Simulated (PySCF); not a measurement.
## Calculated data, H5NOSi2, CH7NSi2, H3NOSi, BClH4NSi and others

All values are calculated (PySCF 2.14.0). Calculation on a computer-drawn molecule: the log of a Hartree-Fock and frozen-core CCSD(T) single point meant for a local Hartree-Fock minimum, with one planted fault or none, to be diagnosed. Offsets are logged minus clean, where the clean run is the same molecule without the fault. The reference is restricted for singlets and unrestricted otherwise, and also for a bond in bohr or an excited solution. Adding or removing an electron swaps singlet and doublet. The excited solution moves the top pair (singlet) or top alpha electron (doublet) to the lowest empty orbital. Highest occupied and lowest empty are orbital energies over both spins, largest force is the largest gradient component, triples share is (T) over the correlation energy, the T1 limit is 0.02 restricted and 0.045 unrestricted, electrons count all cores, a negative frequency is imaginary (commonest isotopes), and the dipole is about the centre of nuclear charge.

Common to all runs: meant charge 0; meant basis cc-pV(D+d)Z; logged SCF converged yes; logged CC converged yes; logged SCF stable within its kind yes; possible faults no fault, one electron removed, one electron added, multiplicity raised by two, geometry at a saddle point, SCF held on an excited solution, minimal basis STO-3G, one bond length entered in bohr, all coordinates scaled.

(1) H5NOSi2

Logged structure:
```xyz
9
H5NOSi2
N     -0.9758     2.7931     2.7619
Si    -0.1913     1.7237     1.6485
Si    -0.9065    -0.5909     2.0041
O     -0.3294    -1.2487     0.5957
H     -0.6987     3.7574     2.7939
H     -1.9699     2.7265     2.8800
H     -0.3692     2.0756     0.2017
H      1.2750     1.8288     1.8893
H      0.0891    -0.7293    -0.0763
```

* meant multiplicity: 1
* logged electrons: 48
* logged basis functions: 99
* logged spin squared: 2.0156
* logged highest occupied: -7.1016 eV
* logged lowest empty: 0.42078 eV
* logged largest force: 0.027396 hartree/bohr
* logged T1 diagnostic: 0.020771
* logged D1 diagnostic: 0.10091
* logged triples share: 0.025411
* logged dipole magnitude: 2.4328 debye
* logged energy HF: -710.07829 hartree
* logged energy CCSD(T): -710.65835 hartree
* planted fault: multiplicity raised by two
* HF energy offset from clean run: 20.97 kcal/mol
* CCSD(T) energy offset from clean run: 35.5 kcal/mol

Drawn bonds:
```tsv
atom	other atom	order
1	2	1
2	3	1
3	4	1
1	5	1
1	6	1
2	7	1
2	8	1
4	9	1
```

(2) CH7NSi2

Logged structure:
```xyz
11
CH7NSi2
N     -2.0444    -1.5401    -1.4604
Si    -0.9440    -1.4072    -0.1924
C      0.3009    -0.2735    -0.0220
Si     1.4423    -0.2333     1.4191
H     -2.7579    -2.2404    -1.4935
H     -2.0561    -0.9331    -2.2561
H     -1.2313    -2.4619     0.7879
H      0.4410     0.4741    -0.8003
H      1.3808     1.0476     2.1736
H      1.0902    -1.3268     2.3647
H      2.8685    -0.4149     1.0363
```

* meant multiplicity: 1
* logged electrons: 49
* logged basis functions: 109
* logged spin squared: 0.7665
* logged highest occupied: 1.7512 eV
* logged lowest empty: 8.6794 eV
* logged largest force: 0.055921 hartree/bohr
* logged T1 diagnostic: 0.013595
* logged D1 diagnostic: 0.047593
* logged triples share: 0.028558
* logged dipole magnitude: 2.6226 debye
* logged energy HF: -674.16043 hartree
* logged energy CCSD(T): -674.75073 hartree
* planted fault: one electron added
* HF energy offset from clean run: 58.51 kcal/mol
* CCSD(T) energy offset from clean run: 50.88 kcal/mol

Drawn bonds:
```tsv
atom	other atom	order
1	2	1
2	3	2
3	4	1
1	5	1
1	6	1
2	7	1
3	8	1
4	9	1
4	10	1
4	11	1
```

Notes: highest electron not bound in this basis.

(3) H3NOSi

Logged structure:
```xyz
6
H3NOSi
N      1.6672    -0.3899     2.0763
Si     0.6562    -1.5013     1.1804
O     -0.8813    -1.7415     1.3866
H      2.6948    -0.2659     1.8986
H      1.3008     0.2213     2.8489
H      1.5513    -2.2075     0.1451
```

- meant multiplicity: 1
- logged electrons: 32
- logged basis functions: 66
- logged spin squared: 0
- logged highest occupied: -11.225 eV
- logged lowest empty: 2.7729 eV
- logged largest force: 0.076377 hartree/bohr
- logged T1 diagnostic: 0.021628
- logged D1 diagnostic: 0.072255
- logged triples share: 0.030759
- logged dipole magnitude: 5.3944 debye
- logged energy HF: -420.01757 hartree
- logged energy CCSD(T): -420.51339 hartree
- planted fault: all coordinates scaled, by +4.9 %
- HF energy offset from clean run: 9.925 kcal/mol
- CCSD(T) energy offset from clean run: 2.409 kcal/mol

Drawn bonds:
```tsv
atom	other atom	order
1	2	1
2	3	2
1	4	1
1	5	1
2	6	1
```

Notes: T1 above single-reference limit.

(4) BClH4NSi

Logged structure:
```xyz
8
BClH4NSi
N     -0.5014    -0.2930     0.8352
Si    -0.1395     1.2378     0.2119
B      0.8122     1.5582    -1.4182
Cl     1.1234     3.2428    -1.9514
H     -1.0001    -0.4376     1.6902
H     -0.2427    -1.1496     0.3867
H     -0.6673     2.2661     1.1230
H      1.2161     0.6732    -2.1126
```

* meant multiplicity: 2
* logged electrons: 47
* logged basis functions: 94
* logged spin squared: 0.7598
* logged highest occupied: -7.2376 eV
* logged lowest empty: 1.2576 eV
* logged largest force: 3.846e-05 hartree/bohr
* logged lowest frequency: 120.36 cm⁻¹
* logged T1 diagnostic: 0.016096
* logged D1 diagnostic: 0.070976
* logged triples share: 0.027905
* logged dipole magnitude: 4.58 debye
* logged energy HF: -829.92647 hartree
* logged energy CCSD(T): -830.46724 hartree
* planted fault: no fault
* HF energy offset from clean run: 0 kcal/mol
* CCSD(T) energy offset from clean run: 0 kcal/mol

Drawn bonds:
```tsv
atom	other atom	order
1	2	1
2	3	1
3	4	1
1	5	1
1	6	1
2	7	1
3	8	1
```

(5) BClH4NSi

Structure as in entry 4.

* meant multiplicity: 2
* logged electrons: 47
* logged basis functions: 32
* logged spin squared: 0.7549
* logged highest occupied: -4.5002 eV
* logged lowest empty: 5.2217 eV
* logged largest force: 0.030359 hartree/bohr
* logged T1 diagnostic: 0.020164
* logged D1 diagnostic: 0.10826
* logged triples share: 0.021996
* logged dipole magnitude: 4.6682 debye
* logged energy HF: -820.6138 hartree
* logged energy CCSD(T): -820.78062 hartree
* planted fault: minimal basis STO-3G
* HF energy offset from clean run: 5844 kcal/mol
* CCSD(T) energy offset from clean run: 6078 kcal/mol

Drawn bonds:
```tsv
atom	other atom	order
1	2	1
2	3	1
3	4	1
1	5	1
1	6	1
2	7	1
3	8	1
```

(6) H5N2Si

Logged structure:
```xyz
8
H5N2Si
N     -2.0061    -1.8806    -0.1263
Si    -0.9920    -1.0850    -1.2667
N      0.1952    -0.2335    -0.3549
H     -2.4172    -1.3539     0.6240
H     -2.6217    -2.6108    -0.4288
H     -1.6314    -0.0446    -2.1283
H      0.7141     0.5021    -0.7972
H      0.7811    -0.7409     0.2822
```

- meant multiplicity: 2
- logged electrons: 32
- logged basis functions: 76
- logged spin squared: 0
- logged highest occupied: -16.814 eV
- logged lowest empty: -6.0792 eV
- logged largest force: 0.090385 hartree/bohr
- logged T1 diagnostic: 0.023019
- logged D1 diagnostic: 0.090687
- logged triples share: 0.029737
- logged dipole magnitude: 2.2632 debye
- logged energy HF: -400.50579 hartree
- logged energy CCSD(T): -400.98633 hartree
- planted fault: one electron removed
- HF energy offset from clean run: 161.8 kcal/mol
- CCSD(T) energy offset from clean run: 157.4 kcal/mol

Drawn bonds:
```tsv
atom	other atom	order
1	2	1
2	3	1
1	4	1
1	5	1
2	6	1
3	7	1
3	8	1
```

Notes: T1 above single-reference limit.
